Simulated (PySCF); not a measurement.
# Co (cobalt, neutral) across methods

[Ar] 3d7 4s2, high-spin 4F determinant. All numbers are calculated (PySCF 2.14, the spin-free X2C one-electron Hamiltonian (Gaussian nucleus), in aug-cc-pwCVTZ-DK (10s9p7d4f3g, 127 functions)).

```
   method  E (hartree)  mean ε 3d β (eV)  mean ε 4s α (eV)  mean ε 4s β (eV)  Σ⟨r²⟩ (bohr²)   ⟨S²⟩
  wB97M-V    -1393.138           -11.874            -8.330            -7.881          37.29  3.755
    TPSSh    -1393.258            -8.239            -5.990            -5.360          37.18  3.756
      UHF  -1391.88262           -15.442            -7.774            -7.039          38.94  3.760
     PBE0    -1393.021            -9.312            -6.398            -5.811          37.28  3.756
      PBE    -1393.016            -7.117            -5.719            -5.138          37.24  3.756
      LDA    -1390.594            -7.079            -5.924            -5.358          36.86  3.756
BHandHLYP    -1393.222           -11.556            -6.962            -6.486          37.49  3.756
```

Estimate the same row for r2SCAN.

E (hartree) = -1393.220; mean ε 3d β (eV) = -7.464; mean ε 4s α (eV) = -5.924; mean ε 4s β (eV) = -5.311; Σ⟨r²⟩ (bohr²) = 37.07; ⟨S²⟩ = 3.760.
